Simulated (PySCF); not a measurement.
Compound: C5H11NOSi.
Cartesian coordinates in Å at the GFN2-xTB level; atoms count from 1:
```
atom  x, y, z in Å
N1     2.0551    0.3119    1.6468
C2     1.0990    0.5942    0.7355
O3     0.5380    1.6711    0.7062
C4     0.7410   -0.5160   -0.2214
C5    -0.5051   -1.2183    0.3440
C6    -1.6580   -0.2138    0.3710
Si7   -1.3363    0.9427   -1.1156
C8     0.3333    0.1267   -1.5432
H9     2.2988    1.0077    2.3326
H10    2.5109   -0.5817    1.6835
H11    1.5737   -1.2202   -0.3264
H12   -0.3028   -1.6330    1.3359
H13   -0.7553   -2.0470   -0.3224
H14   -2.6141   -0.7313    0.3254
H15   -1.6451    0.3475    1.3029
H16   -2.2926    0.6161   -2.1932
H17   -1.3700    2.3748   -0.8772
H18    1.0974    0.8206   -1.8856
H19    0.2223   -0.6425   -2.3064
```

NICS is the negative of the GIAO shielding at a point without a nucleus: at the ring centre (0) and 1 Å above and below it (1); zz is the component along the ring normal. Level: GIAO PBE0/pcSseg-1 (PySCF, non-relativistic, gas phase) on the GFN2-xTB geometry, one conformer.

Ring bond lengths (Å), with Mayer bond orders in brackets: C4–C5 1.538 (0.99), C5–C6 1.529 (1.02), C6–Si7 1.911 (0.90), Si7–C8 1.907 (0.89), C8–C4 1.525 (1.01).

Question: Give the NICS values of each ring in ppm.

Answer: 
```tsv
ring	type	NICS(0)	NICS(1), two faces	NICS(1)zz, two faces	rms pucker (Å)	centre to ring atoms, mean (Å)
C4–C5–C6–Si7–C8	5-membered ring with Si; formal bonds all single	-5.6	-4.1 / -4.3	-4.2 / -11.2	0.21	1.40
```

Question: What do they say, and how far can they be read as aromaticity?

Answer: 
- C4–C5–C6–Si7–C8: mean NICS(1)zz -7.7 ppm, shielded. C4, C5, C6, Si7, C8 have four or more neighbours, and the NICS criterion for π rings isn't applied. The two faces differ by 7.0 ppm, so no symmetry operation interchanges them.

Question: Give the inner angles of the rings and the Hirshfeld charges of the ring atoms.

Answer: 
- C4–C5–C6–Si7–C8: C4 107.1° (-0.038 e), C5 108.5° (-0.069 e), C6 104.9° (-0.167 e), Si7 93.6° (+0.319 e), C8 102.7° (-0.165 e); sum 516.8° against 540° for a flat convex ring.

Question: What are the shieldings of the ring atoms and their hydrogens in the same run (means over atoms taken as equivalent)?

Answer: 
| atoms | environment | σ isotropic (ppm) | principal values of the symmetric part, first atom (ppm) |
| --- | --- | --- | --- |
| C4 | sp3 carbon next to a carbonyl | 139.2 | 130.5, 136.1, 151.1 |
| C5 | ring CH2 carbon | 152.5 | 131.8, 153.7, 172.0 |
| C6 | sp3 carbon bound to silicon | 180.0 | 167.9, 178.1, 194.1 |
| Si7 | SiH2 silicon | 385.3 | 336.4, 381.9, 437.8 |
| C8 | sp3 carbon bound to silicon | 170.5 | 157.9, 163.8, 189.7 |
| H11 | methine hydrogen | 29.12 | 25.1, 27.6, 34.7 |
| H12 | methylene hydrogen | 29.74 | 24.6, 28.0, 36.6 |
| H13 | methylene hydrogen | 30.19 | 25.3, 27.9, 37.3 |
| H14 | methylene hydrogen | 30.87 | 25.7, 27.6, 39.3 |
| H15 | methylene hydrogen | 30.95 | 26.7, 28.0, 38.1 |
| H16 | Si–H hydrogen | 27.45 | 24.2, 24.4, 33.8 |
| H17 | Si–H hydrogen | 27.03 | 22.8, 25.2, 33.0 |
| H18 | methylene hydrogen | 30.81 | 26.4, 28.0, 38.0 |
| H19 | methylene hydrogen | 31.30 | 26.5, 27.7, 39.7 |

The list is cut; further classes of hydrogen are left out.

The run took 68 s of wall time on Arm Neoverse N1, one thread, shared host, and the process peaked at 0.88 GiB of memory. This is the whole shielding run at PBE0/pcSseg-1, SCF included.
